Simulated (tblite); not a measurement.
A tight-binding relaxation on `BrC1=CC[SiH2][SiH2]1`.

Computed with GFN2-xTB geometry optimisation, gas phase (tblite 0.8.0). Start geometry: from a force field or distance geometry. The command runs a driver script over a list of jobs; the input below is this job's line of settings and its coordinates in Å.

Command:
```bash
OMP_NUM_THREADS=1 python probes_run.py task.json out
```

Input:
```
{"job": {"kind": "relax", "xc": "GFN2-xTB", "basis": "xTB"}, "charge": 0, "multiplicity": 1}
Br     3.110100    -1.218000     0.009900
C      1.341300    -0.587500    -0.017700
C      0.293000    -1.392400    -0.226900
C     -1.137600    -0.858100    -0.250500
Si    -1.225000     1.000100     0.094700
Si     1.078600     1.227100     0.297100
H      0.420700    -2.450000    -0.415100
H     -1.583900    -1.074900    -1.211600
H     -1.714500    -1.395200     0.522900
H     -1.783600     1.737400    -1.078100
H     -1.963200     1.299900     1.345600
H      1.671400     2.073300    -0.769500
H      1.488300     1.638800     1.681400
```

Q: What does the run print?

A: 
```
step      E/eV     max force
  0    -475.63771    1.459
  1    -475.71051    0.784
  2    -475.75270    0.524
  3    -475.76694    0.370
  4    -475.77823    0.248
  5    -475.78978    0.287
  6    -475.80296    0.422
  7    -475.81624    0.341
  8    -475.82415    0.196
  9    -475.82817    0.149
... (6 lines left out)
 16    -475.83568    0.052
 17    -475.83583    0.031
 18    -475.83590    0.023
 19    -475.83597    0.033
 20    -475.83604    0.028
 21    -475.83608    0.016
 22    -475.83611    0.011
 23    -475.83613    0.010
 24    -475.83614    0.011
 25    -475.83615    0.007
```

«max force» is the largest atomic force in eV/Å.

Q: From which step on does the largest force stay under 0.1 eV/Å, and how much energy is left to gain from there?

A: From step 12 (0.061 eV/Å), 2.5 meV above the end.

Main results: energy lowered by 4.6 kcal/mol over 25 steps; largest atomic force 0.007 eV/Å at the end.

Q: Where do the atoms end?

A: 0.088 Å rms from the input after alignment:
```
atom  x, y, z in Å
Br1    3.0932   -1.2670   -0.0017
C2     1.3101   -0.5474   -0.0030
C3     0.2776   -1.3517   -0.2260
C4    -1.1358   -0.8600   -0.2416
Si5   -1.2281    1.0311    0.0945
Si6    1.0554    1.3055    0.3136
H7     0.4157   -2.4123   -0.4078
H8    -1.5767   -1.1193   -1.2074
H9    -1.7032   -1.4287    0.4994
H10   -1.8901    1.6885   -1.0367
H11   -2.0616    1.2691    1.2772
H12    1.8058    2.0562   -0.6982
H13    1.6333    1.6365    1.6201
```

On an Arm Neoverse V2 with one thread (shared host), this took 0.17 s.
Labels such as C1 count atoms from 1, the log's own numbers from 0.
